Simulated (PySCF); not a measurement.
**Polarisability and C₆ of F⁺ (fluorine, charge +1)**

[He] 2s2 2p4, high-spin 3P determinant. All numbers are calculated (PySCF 2.14, the non-relativistic Hamiltonian (point nucleus), in dyall-av3z). Coupled (time-dependent) response in atomic units; α is the mean over directions.

| method | mean α (bohr³) | α xx, yy, zz | C₆ (like pair) | S(−4) |
| --- | --- | --- | --- | --- |
| UHF | 1.710 | 1.785, 1.560, 1.785 | 3.119 | 1.234 |
| PBE | 1.858 | 1.905, 1.763, 1.905 | 3.494 | 1.472 |
| PBE0 | 1.804 | 1.860, 1.693, 1.860 | 3.361 | 1.373 |
| MN15 | 1.813 | 1.877, 1.684, 1.877 | 3.329 | 1.454 |
| revPBE | 1.859 | 1.906, 1.764, 1.906 | 3.497 | 1.476 |

S(−4) is the Cauchy moment in α(ω) = α(0) + S(−4) ω² + …

α(iu) at UHF:

```
u (hartree)  α(iu) (bohr³)
          0          1.710
     0.0500          1.707
      0.100          1.698
      0.200          1.663
      0.300          1.609
      0.500          1.469
      0.750          1.275
       1.00          1.095
       1.50         0.8063
       2.00         0.6065
       3.00         0.3709
       5.00         0.1757
```

A single London oscillator, α(iu) = α/(1 + u²/ω²), gives C₆ = (3/4) ω α². Matching the computed C₆ needs ω = 4 × 3.119 / (3 × 1.710²) = 1.42 hartree.

For an ion, C₆ is the dispersion term alone; charge-induced terms of lower order in 1/R come first.

The components differ because the open shell of this determinant is not spherical; for a pure term their mean is the scalar polarisability.
